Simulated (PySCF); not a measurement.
Series nitrenes, diatomics and small unsaturated species, computed as singlets and as triplets. Isolated molecules, 0 K electronic values unless said otherwise. One relaxed conformer stands for each flexible species; it need not be the lowest. Strings in code marks are SMILES.

Quantity: adiabatic spin-state energy, in kcal/mol.

Case: `[B]Cl`: multiplicity 3 minus multiplicity 1. The other species in the difference include `Cl[B]` (neutral, multiplicity 1). Geometry of `[B]Cl` (neutral, multiplicity 3, Å):

```xyz
2

B      0.8526     0.0000     0.0000
Cl    -0.8526     0.0000     0.0000
```

Q: Give the adiabatic spin-state energy at the level B3LYP/6-31G* // B3LYP-D3(BJ)/def2-TZVP (PySCF).

A: 53.3 kcal/mol.
